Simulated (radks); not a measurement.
Question: Spherical quantum dot in the effective-mass picture: electrons in a parabolic well V = omega^2 r^2 / 2 with omega = 0.0687, all in effective atomic units (hartree* = m*/eps^2 hartree, bohr* = eps/m* bohr), one dielectric constant everywhere. Calculated with a radial shooting solver with Libxc functionals: non-relativistic Kohn-Sham, LDA (Slater exchange, Perdew-Wang correlation), spin-polarised, spherical densities. Levels are named by radial order and angular momentum (1s, 1p, 1d, 2s, ...), and open shells are averaged over m. Results are scaled to m* = 0.075 and eps = 8.4, for which hartree* = 28.92 meV and bohr* = 5.927 nm. At N = 16 the configuration is 1s2 1p6 1d(up 5, down 3). Does electron 17 go into 2s down or 2s up or 1d down?

Answer: Into 1d down. The total energies of the other choices lie higher by 0.212 meV (2s up), 0.257 meV (2s down).
